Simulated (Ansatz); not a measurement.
Energy profile

The step: CH₇GeN ([CH3][GeH2][NH2]) → CH₄Ge ([CH2][GeH2]) + NH₃; bonds formed: N2–H4; bonds broken: Ge1–N2, C3–H4 (atoms numbered as in the saddle structure below).

Ge1  (-0.669, 0.113, 0.692)
N2  (1.300, -0.127, 0.297)
C3  (-0.839, 0.025, -1.181)
H4  (0.755, -0.129, -0.773)
H5  (-0.678, 1.434, 1.488)
H6  (-0.956, -1.076, 1.630)
H7  (1.750, -0.995, 0.571)
H8  (1.931, 0.648, 0.475)
H9  (-1.397, -0.837, -1.549)
H10  (-1.196, 0.943, -1.650)
(Å)

Electronic energies by CCSD(T) at an estimated basis limit (MP2 extrapolated from triple and quadruple zeta, plus CCSD(T) − MP2 in triple zeta), on PBE0-D4/def2-TZVP structures; CH7GeN, singlet; no counterpoise correction. Ansatz 0.2.0; basis: def2-TZVPP and def2-QZVPP; cores frozen in the correlated methods. Filled d shells of the heavier atoms are correlated. The def2 sets are not built for correlating such inner shells, so the correlated values are less sure here. Extrapolation: Hartree–Fock as exp(−7.88 √X), correlation as X^−2.97.

(1) Give the profile in eV, counted from the start structure. (Judge from chemistry; the value comes from the calculation.)

T1 diagnostic: at most 0.014. The restricted Hartree–Fock reference is unstable towards an unrestricted one at one or more of these structures.

Results:

(1) By the calculation:
```csv
point,eV
start structure,0.000
saddle,2.605
end structure,2.058
"separated: CH4Ge (linked as [CH2][GeH2]; Ge1, C3, H5, H6, H9, H10; singlet) + NH3 (N2, H4, H7, H8; singlet)",2.182
```

For scale, one of the runs: CCSD(T)/def2-TZVPP, 208 basis functions, launched by `ansatz run in.yaml --threads 4 --pin off --events-out ev --progress --plain --max-ram 9574MiB`. The run took 81 s on 4 CPU threads of an Arm Neoverse V1 (shared host), with 2.9 GiB of host memory at its peak.
